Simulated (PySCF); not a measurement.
PySCF 2.14 output of an unrestricted M06-2X calculation on a single atom or ion in 6-31G* (5s4p2d1f, 34 functions), with the non-relativistic Hamiltonian (point nucleus):

```
SCF conv_tol = 1e-09
number electrons alpha = 13  beta = 9
    Y. Zhao and D. G. Truhlar.,  Theor. Chem. Acc. 120, 215 (2008)
    Y. Zhao and D. G. Truhlar.,  Theor. Chem. Acc. 120, 215 (2008)
cycle= 1 E= -1043.41912104316  delta_E= -0.00168  |g|= 0.00869  |ddm|= 0.0411
cycle= 2 E= -1043.41915766629  delta_E= -3.66e-05  |g|= 0.00249  |ddm|= 0.0086
cycle= 3 E= -1043.41916142889  delta_E= -3.76e-06  |g|= 0.000703  |ddm|= 0.0032
cycle= 4 E= -1043.41916208719  delta_E= -6.58e-07  |g|= 0.000164  |ddm|= 0.00153
cycle= 5 E= -1043.41916219343  delta_E= -1.06e-07  |g|= 2.11e-05  |ddm|= 0.000932
cycle= 6 E= -1043.4191621947  delta_E= -1.27e-09  |g|= 1.12e-06  |ddm|= 0.000106
cycle= 7 E= -1043.41916219471  delta_E= -2.05e-12  |g|= 5.14e-08  |ddm|= 3.62e-06
converged SCF energy = -1043.41916219471  <S^2> = 6.000508  2S+1 = 5.0002032
```

The run itself started from symmetry-adapted Hartree-Fock orbitals and held the occupation by maximum overlap, on a logarithmic radial grid, so the iterations belong to that start.

Task: Which element, charge and spin multiplicity is this?

Result: Cr²⁺ (chromium, charge +2), multiplicity 5; the state was [Ar] 3d4, high-spin 5D determinant.
